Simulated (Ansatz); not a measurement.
Reaction (isomerisation): `O[SiH2][S][GeH3]` → `S[SiH2][O][GeH3]`

Calculated with Ansatz (gas phase, PBE0-D4/def2-TZVP geometries, no zero-point term in ΔE). CCSD(T)/CBS is the MP2 limit (def2-TZVPP, def2-QZVPP) plus CCSD(T) − MP2 in def2-TZVPP, frozen cores. DFT in def2-TZVPP. For Ge outer-core shells are correlated without core-valence functions, which leaves a few kJ/mol of doubt a bond. Scalar relativity is left out up to krypton. Each species was taken in one conformer, which may not be the lowest.

(1) Is it downhill or uphill in electronic energy at CCSD(T)/CBS, and by how much? (Best estimate.)

(2) What do these levels give: PBE-D4, r2SCANh-D4, ωB97X-V, PBE, revPBE, BLYP, r2SCAN, r2SCAN0, BHLYP, CCSD(T)/def2-TZVPP, HF/def2-QZVPP, CCSD/CBS(def2)? (Best estimate.)

(3) What do rigid-rotor, harmonic-oscillator terms from PBE0-D4/def2-TZVP frequencies (298.15 K, 1 bar) make of the CCSD(T)/CBS value? (An estimate is asked.)

Largest T1 diagnostic among the species: 0.012.

Results:

(1) The calculation gave: Uphill: ΔE = +9.8 kJ/mol.

(2) Ansatz gave: PBE-D4 18.2, r2SCANh-D4 12.3, ωB97X-V 6.0, PBE 17.9, revPBE 17.5, BLYP 6.3, r2SCAN 11.9, r2SCAN0 12.9, BHLYP 3.2, CCSD(T)/def2-TZVPP 5.2, HF/def2-QZVPP -6.4, CCSD/CBS(def2) 7.9 kJ/mol.

(3) The calculation gave: ΔZPE = -5.1 kJ/mol, ΔH = +4.2 kJ/mol, ΔS = -5 J/(mol·K), ΔG = +5.7 kJ/mol. Modes under 50 cm⁻¹ make the entropy rough.

Leaving LDA and LC-ωPBE aside and taking each functional with its dispersion term where it has one, the values, not all of them listed here, spread over 16.2 kJ/mol, from CAM-B3LYP-D4 to PBE-D4. At CCSD(T), def2-SVP lies −14.9 kJ/mol from the extrapolated value and def2-TZVPP −4.6 kJ/mol. In def2-TZVPP, CCSD(T) changes the Hartree–Fock value by +10.1 kJ/mol (the triples alone add +1.9 kJ/mol) and MP2 by +13.6 kJ/mol.
